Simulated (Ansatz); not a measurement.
Start from `CN[BH][GeH3]` and change one atom or group to get `CNBS`.

Ansatz, PBE0-D4/def2-TZVP geometries, multiplicity 1. Each molecule was computed in one conformer, which needn't be the lowest.

Scalar relativity is left out up to krypton.

```tsv
property	`CN[BH][GeH3]`
HOMO energy (PBE0/def2-TZVPP) / eV	-7.74
HOMO–LUMO gap (PBE/def2-TZVPP) / eV	5.25
HOMO–LUMO gap (PBE0/def2-TZVPP) / eV	7.35
LUMO energy (PBE/def2-TZVPP) / eV	-1.29
size of the dipole moment (PBE/def2-TZVPP) / D	2.97
size of the dipole moment (ωB97M-V/def2-TZVPP) / D	2.90
```

(1) What does the change do to each property? (Estimate.)

Answers

(1) Computed: 
```json
{"property": "HOMO energy (PBE0/def2-TZVPP) / eV", "`CNBS`": "-6.90", "shift": "0.84"}
{"property": "HOMO–LUMO gap (PBE/def2-TZVPP) / eV", "`CNBS`": "5.25", "shift": "0.00"}
{"property": "HOMO–LUMO gap (PBE0/def2-TZVPP) / eV", "`CNBS`": "7.39", "shift": "0.04"}
{"property": "LUMO energy (PBE/def2-TZVPP) / eV", "`CNBS`": "-0.43", "shift": "0.86"}
{"property": "size of the dipole moment (PBE/def2-TZVPP) / D", "`CNBS`": "1.80", "shift": "-1.17"}
{"property": "size of the dipole moment (ωB97M-V/def2-TZVPP) / D", "`CNBS`": "1.80", "shift": "-1.10"}
```

Dipoles are sizes alone; their direction can turn.
